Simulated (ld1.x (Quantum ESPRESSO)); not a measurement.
# Zr: excitation energies, all-electron against TM semilocal

```
Element                 : Zr
Generator               : ld1.x (Quantum ESPRESSO) 7.5
Type                    : norm-conserving Troullier–Martins (semilocal form)
Functional              : BLYP
Relativity              : scalar-relativistic
Frozen core             : [Ar] 3d10
Valence charge          : 12
Reference configuration : 4s2 4p6 4d3 5s1 5p0
Partial waves           : 4s (bound): rc 2.05 bohr; 4p (bound): rc 2.10 bohr; 4d (bound): rc 2.55 bohr
Local potential         : the d channel
Core correction         : none
```

Occupied shells without a wave of their own: 5s. They enter only through the test configuration that unscreens the potential.

Energies are relative to the spin-unpolarised reference configuration 4s2 4p6 4d3 5s1 5p0; without spin polarisation the order of configurations can differ from experiment.

```tsv
valence configuration	charge	ΔE all-electron (eV)	error AE − PS (meV)
4s2 4p6 4d2 5s2 5p0	0	-1.240	+1233
4s2 4p6 4d2 5s1 5p0	+1	5.821	-20
4s1 4p6 4d2 5s2 5p0	+1	59.091	+2239
4s2 4p6 4d1 5s2 5p0	+1	6.250	+1824
4s2 4p6 4d2 5s1 5p1	0	1.818	+91
4s2 4p6 4d1 5s2 5p1	0	1.755	+1748
```

Problem. What are ΔE and the potential's error for 4s2 4p6 4d2 5s0 5p0?

Solution. ΔE = 18.867 eV all-electron; the error (AE − PS) is -2072 meV.

These tests converged, but a pseudo level misses the all-electron one widely, so the file describes the atom poorly there or has found another state: 4s2 4p6 4d2 5s0 5p0: empty 5s by 2.6 eV; 4s2 4p6 4d2 5s1 5p1: 5s by 1.3 eV; 4s2 4p6 4d1 5s2 5p1: 5s by 1.2 eV. ld1.x printed “convergence not achieved” for 7 of the counted tests; their residual had stalled under 1e-8, short of the target of 1e-14. The 5s level has no wave, so the channel is fitted at the deeper level alone: the likely source of the large errors.

The potential misses its own reference levels by up to 1.1 eV, so it is not fit for use.
